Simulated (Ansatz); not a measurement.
The inner images of a band of AlCl2F + H2 (6 atoms, charge 0, multiplicity 1) are given out of order.

Computed with Ansatz, RKS B3LYP-D4/def2-SVP.

Image 0:

```xyz
6
Properties=species:S:1:pos:R:3
Al 0.007 0.136 0.100
F 0.005 0.614 1.690
Cl 1.817 0.051 -0.930
Cl -1.808 -0.020 -0.913
H 0.066 -2.098 0.647
H 0.048 -1.767 1.337
```

Image 8:

```xyz
6
Properties=species:S:1:pos:R:3
Al 0.022 -0.601 -0.277
F 0.018 -0.060 1.704
Cl 1.809 0.320 -0.926
Cl -1.807 0.243 -0.912
H 0.056 -2.117 0.161
H 0.037 -0.869 2.182
```

Put them in order from the first end to the last, with their energies above the first end.
A.
```xyz
6
Properties=species:S:1:pos:R:3
Al 0.011 -0.049 0.048
F 0.013 0.296 1.692
Cl 1.815 0.120 -0.986
Cl -1.809 0.051 -0.969
H 0.056 -1.991 0.769
H 0.050 -1.510 1.378
```
B.
```xyz
6
Properties=species:S:1:pos:R:3
Al 0.015 -0.307 -0.058
F 0.022 0.060 1.709
Cl 1.823 0.158 -0.998
Cl -1.818 0.100 -0.978
H 0.050 -1.870 0.766
H 0.044 -1.225 1.490
```
C.
```xyz
6
Properties=species:S:1:pos:R:3
Al 0.020 -0.551 -0.242
F 0.020 -0.054 1.737
Cl 1.813 0.294 -0.958
Cl -1.811 0.221 -0.944
H 0.052 -2.030 0.339
H 0.041 -0.964 1.998
```
D.
```xyz
6
Properties=species:S:1:pos:R:3
Al 0.015 -0.399 -0.124
F 0.023 -0.035 1.752
Cl 1.827 0.195 -0.988
Cl -1.823 0.134 -0.971
H 0.050 -1.881 0.664
H 0.043 -1.097 1.599
```
E.
```xyz
6
Properties=species:S:1:pos:R:3
Al 0.019 -0.491 -0.195
F 0.022 -0.053 1.765
Cl 1.822 0.251 -0.978
Cl -1.819 0.180 -0.961
H 0.051 -1.946 0.506
H 0.042 -1.025 1.794
```
F.
```xyz
6
Properties=species:S:1:pos:R:3
Al 0.013 -0.182 0.003
F 0.018 0.167 1.688
Cl 1.819 0.143 -0.994
Cl -1.814 0.079 -0.975
H 0.053 -1.914 0.795
H 0.048 -1.377 1.414
```
G.
```xyz
6
Properties=species:S:1:pos:R:3
Al 0.009 0.065 0.075
F 0.008 0.445 1.697
Cl 1.814 0.091 -0.969
Cl -1.805 0.020 -0.953
H 0.058 -2.062 0.719
H 0.052 -1.642 1.362
```

G (+3.0 kJ/mol), A (+16.3 kJ/mol), F (+48.5 kJ/mol), B (+99.6 kJ/mol), D (+122.0 kJ/mol), E (+115.3 kJ/mol), C (+110.4 kJ/mol).

Run time: 2.6 min on 1 thread of Arm Neoverse V2, with other jobs on the host, peak memory 0.15 GiB.
